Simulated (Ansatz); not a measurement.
Energy profile

The step: SiH₃Cl ([SiH3][Cl]) + GeH₃ → GeH₃Cl ([Cl][GeH3]) + SiH₃; bonds formed: Cl1–Ge3; bonds broken: Cl1–Si2 (atoms numbered as in the saddle structure below).

```
9
angstrom
Cl -0.0226 0.0449 -0.0039
Si 0.6642 -2.0987 1.0230
Ge -0.6611 2.0864 -1.0156
H 0.9874 -1.8363 2.4475
H 1.8545 -2.5897 0.2857
H -0.4715 -3.0456 0.8977
H -2.1113 2.3696 -0.6009
H 0.2952 3.1703 -0.4999
H -0.5349 1.8993 -2.5336
```

Electronic energies by CCSD(T) at an estimated basis limit (MP2 extrapolated from triple and quadruple zeta, plus CCSD(T) − MP2 in triple zeta), on PBE0-D4/def2-TZVP structures; GeSiH$_{6}$Cl, doublet; no counterpoise correction; spin–orbit coupling, which lowers free halogen atoms and radicals such as OH and SH, is left out. Computed with Ansatz 0.2.0 (basis: def2-TZVPP and def2-QZVPP); correlated methods freeze the cores; orbitals are unrestricted. Filled d shells of the heavier atoms are correlated. The def2 sets are not built for correlating such inner shells, so the correlated values are less sure here. Extrapolation: Hartree–Fock as exp(−7.88 √X), correlation as X^−2.97.

(1) Give the profile in kJ/mol, counted from the separated reactants. (To be estimated.)

T1 diagnostic: at most 0.016. ⟨S²⟩ of the unrestricted Hartree–Fock references: 0.75 to 0.79 (a pure state has 0.75). The start structure is not quite a true minimum (one mode of 49i cm⁻¹). The end structure is not quite a true minimum (one mode of 56i cm⁻¹).

## Answers

(1) By the calculation:
```
                                                                                                              point  kJ/mol
separated: SiH$_{3}$Cl (linked as [SiH3][Cl]; Cl1, Si2, H4, H5, H6; singlet) + GeH$_{3}$ (Ge3, H7, H8, H9; doublet)     0.0
                                                                                                    start structure    -1.9
                                                                                                             saddle    92.6
                                                                                                      end structure    45.7
separated: GeH$_{3}$Cl (linked as [Cl][GeH3]; Cl1, Ge3, H7, H8, H9; singlet) + SiH$_{3}$ (Si2, H4, H5, H6; doublet)    47.6
```

Radical steps of this kind take place in plasma deposition and etching.

For scale, one of the runs: CCSD(T)/def2-TZVPP, 216 basis functions, launched by `ansatz run in.yaml --threads 8 --pin off --events-out ev --progress --plain --max-ram 19148MiB`. Hardware: 8 CPU threads of an Arm Neoverse V2, shared host. Wall time 2.8 min; peak host memory 7.8 GiB.
